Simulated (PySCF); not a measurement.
## How methods differ on the ionisation energy of S(2+)

S(2+) [Ne] 3s2 3p2 (3P) → S(3+) [Ne] 3s2 3p1 (2P), as a difference of total energies. Computed with PySCF 2.14 in dyall-acv3z, with the spin-free X2C one-electron Hamiltonian (Gaussian nucleus). Correlated levels: valence: [Ne] frozen; virtual orbitals above 40 to 60 times the deepest correlated orbital energy dropped. The calculations carry no spin-orbit coupling.

```json
{"method": "UHF", "ionisation energy (eV)": "34.151"}
{"method": "MP2 (valence)", "ionisation energy (eV)": "34.645"}
{"method": "SCS-MP2 (valence)", "ionisation energy (eV)": "34.548"}
{"method": "CCSD (valence)", "ionisation energy (eV)": "34.687"}
{"method": "CCSD(T) (valence)", "ionisation energy (eV)": "34.722"}
```

How much does correlation contribute at CCSD(T) (valence)?

34.722 − (34.151) = 0.571 eV, measured against UHF.

A first-order spin-orbit estimate (lowest level to lowest level, LS coupling) adds -0.009 eV.

Errors of the correlated levels include the incompleteness of this basis and the frozen core.

For comparison: 34.86 ± 0.04 eV (semi-empirical (NIST evaluation); NIST Atomic Spectra Database, ionization energies).
